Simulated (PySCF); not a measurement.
## Spinor energies of In³⁴⁺ (indium, charge +34)

Start: [Ne] 3s2 3p3; 3p1/2 filled at m_j = -1/2, +1/2; 3p3/2 filled at m_j = +3/2. Calculated with PySCF 2.14 in an even-tempered Gaussian basis (19 s from 6.2 bohr⁻², ratio 2.4; 14 p from 8.1 bohr⁻², ratio 2.4; 5 d from 30 bohr⁻², ratio 2.6; 4 f from 45 bohr⁻², ratio 2.6): generalised Hartree-Fock with the X2C-1e Hamiltonian and a Gaussian nucleus; one run each with spin-orbit coupling (SO) switched off, then screened by Boettger's factors.

```json
{"spinor shell": "1s1/2", "electrons": "2", "ε, spin-free (eV)": "-29988.3", "ε, screened SO (eV)": "-29983.7", "weight of nominal j (screened SO)": "1.000", "rms radius, screened SO (bohr)": "0.0340"}
{"spinor shell": "2s1/2", "electrons": "2", "ε, spin-free (eV)": "-6118.3", "ε, screened SO (eV)": "-6116.1", "weight of nominal j (screened SO)": "1.000", "rms radius, screened SO (bohr)": "0.137"}
{"spinor shell": "2p1/2", "electrons": "2", "ε, spin-free (eV)": "-5683.7", "ε, screened SO (eV)": "-5836.3", "weight of nominal j (screened SO)": "1.000", "rms radius, screened SO (bohr)": "0.118"}
{"spinor shell": "2p3/2", "electrons": "4", "ε, spin-free (eV)": "-5683.7", "ε, screened SO (eV)": "-5611.3", "weight of nominal j (screened SO)": "1.000", "rms radius, screened SO (bohr)": "0.123"}
{"spinor shell": "3s1/2", "electrons": "2", "ε, spin-free (eV)": "-2336.6", "ε, screened SO (eV)": "-2335.7", "weight of nominal j (screened SO)": "1.000", "rms radius, screened SO (bohr)": "0.333"}
{"spinor shell": "3p1/2", "electrons": "2", "ε, spin-free (eV)": "-2215.1", "ε, screened SO (eV)": "-2238.8", "weight of nominal j (screened SO)": "0.990", "rms radius, screened SO (bohr)": "0.320"}
{"spinor shell": "3p3/2", "electrons": "1", "ε, spin-free (eV)": "-2215.1", "ε, screened SO (eV)": "-2191.1", "weight of nominal j (screened SO)": "1.000", "rms radius, screened SO (bohr)": "0.328"}
```

| quantity | spin-free | screened SO |
| --- | --- | --- |
| E (hartree) | -4955.24758 | -4957.77376 |
| M_J | 3/2 | 3/2 |
| ⟨J²⟩ | 3.750 | 3.751 |
| ⟨L²⟩ | 0.000 | 2.092 |
| ⟨S²⟩ | 3.750 | 1.749 |

Each row is a mean over spinors that exchange with the open shell spreads, by up to 23.606 eV (3s1/2).

Breit and QED terms are absent; they matter most for the inner s and p1/2 levels.

Densities and radii are taken from the X2C orbitals without a picture-change correction, which distorts them close to the nucleus.

Without spin-orbit coupling the j labels of p, d and f shells carry no meaning; the spin-free column gives the mean over the occupied spinors of each nl shell.
